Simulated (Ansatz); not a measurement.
Ansatz results at the PBE0-D4/def2-TZVP geometry: HOMO–LUMO gap (PBE/def2-TZVPP) 5.24 eV; size of the dipole moment (PBE/def2-TZVPP) 2.07 D; HOMO energy (B3LYP/def2-TZVPP) -7.07 eV.

Each molecule was computed in one conformer, which needn't be the lowest.

Problem. Which molecule gave them?
A. `CSB(O)Cl`
B. `C=COCO`
C. `[Se]=C1C[SiH2]C1`
D. `C=C=C(N)F`

Solution. A. The others give `[Se]=C1C[SiH2]C1`: 1.90, 3.17, -5.70; `C=C=C(N)F`: 3.75, 2.22, -6.15; `C=COCO`: 5.40, 1.28, -6.69.

B3LYP here is the variant with VWN-RPA as its local correlation; programs differ in this.
